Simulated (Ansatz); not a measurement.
A nudged elastic band was laid between two geometries of BGaH$_{5}$S (8 atoms, charge 1, multiplicity 1).

The calculation used Ansatz 0.2.0, RKS B3LYP-D4/def2-SVP.

| Item | Value |
| --- | --- |
| movable images | 7 |
| climbing image | yes |
| spring | 5.0 eV/Å² |
| optimiser | quadratic models (default) |
| start path | through a guess of the saddle point |
| force threshold | 0.05 eV/Å |
| iteration limit | 50 |
| end points | relaxed |

First end point:

```xyz
8
Properties=species:S:1:pos:R:3
B 0.265 -1.778 0.509
Ga 1.002 0.157 0.239
S -0.744 1.402 -1.162
H 0.492 -2.605 -0.330
H -0.391 -2.018 1.485
H 2.038 1.304 0.367
H -1.912 0.961 -0.627
H -0.750 2.577 -0.482
```

Last end point:

```xyz
8
Properties=species:S:1:pos:R:3
B 0.256 -1.769 0.533
Ga 0.984 0.174 0.306
S -1.053 1.653 -0.165
H 0.209 -2.488 -0.427
H -0.122 -2.122 1.617
H 2.068 1.284 0.291
H -0.539 2.400 -1.176
H -1.802 0.867 -0.980
```

(1) Which bonds break or form, and what moves?

(2) Give the energies along the band, and the barrier.

(3) What is the geometry of the highest image?

(4) What are the harmonic wavenumbers there?

The band took 28 iterations and roughly 13 core-minutes.

## Answers

(1) No bond is made or broken. The dihedral B1–Ga2–S3–H7 goes from 40 to -136°. The two ends are copies of one structure, up to a mirror image or an exchange of like atoms.

(2) The forces met the threshold. The highest image is number 5 of 0 to 8, 6.1 kJ/mol above the ends, which have the same energy within 2 meV. A vibrational analysis at the climbing image gives one clearly imaginary mode, 102i cm⁻¹: a first-order saddle point. Limits of this set-up: the dipole of an ion depends on the origin.

```json
{"image": "0", "path coordinate (Å)": "0.00", "energy (kJ/mol)": "0.0", "dihedral B1–Ga2–S3–H7 (°)": "40"}
{"image": "1", "path coordinate (Å)": "0.47", "energy (kJ/mol)": "0.6", "dihedral B1–Ga2–S3–H7 (°)": "23"}
{"image": "2", "path coordinate (Å)": "0.95", "energy (kJ/mol)": "2.1", "dihedral B1–Ga2–S3–H7 (°)": "6"}
{"image": "3", "path coordinate (Å)": "1.42", "energy (kJ/mol)": "4.0", "dihedral B1–Ga2–S3–H7 (°)": "-12"}
{"image": "4", "path coordinate (Å)": "1.89", "energy (kJ/mol)": "5.5", "dihedral B1–Ga2–S3–H7 (°)": "-30"}
{"image": "5", "path coordinate (Å)": "2.36", "energy (kJ/mol)": "6.1", "dihedral B1–Ga2–S3–H7 (°)": "-49"}
{"image": "6", "path coordinate (Å)": "3.11", "energy (kJ/mol)": "4.4", "dihedral B1–Ga2–S3–H7 (°)": "-79"}
{"image": "7", "path coordinate (Å)": "3.85", "energy (kJ/mol)": "1.4", "dihedral B1–Ga2–S3–H7 (°)": "-108"}
{"image": "8", "path coordinate (Å)": "4.60", "energy (kJ/mol)": "0.0", "dihedral B1–Ga2–S3–H7 (°)": "-136"}
```

(3) 
```xyz
8
Properties=species:S:1:pos:R:3:forces:R:3
B 0.253 -1.639 0.314 0.00 0.00 0.00
Ga 1.073 0.265 0.534 0.00 0.00 0.00
S -0.709 1.843 -0.556 0.00 0.00 0.00
H 0.488 -2.260 -0.685 0.00 0.00 0.00
H -0.480 -2.058 1.168 0.00 0.00 0.00
H 2.104 1.342 0.951 0.00 0.00 0.00
H -0.894 1.182 -1.729 0.00 0.00 0.00
H -1.834 1.325 0.003 0.00 0.00 0.00
```

(4) 102i, 84, 171, 197, 359, 464, 509, 520, 599, 632, 860, 1105, 1169, 2048, 2610, 2637, 2657, 2737 cm⁻¹.

The run took 13 min on 1 thread of Arm Neoverse V1 (shared host), peak memory 0.19 GiB.
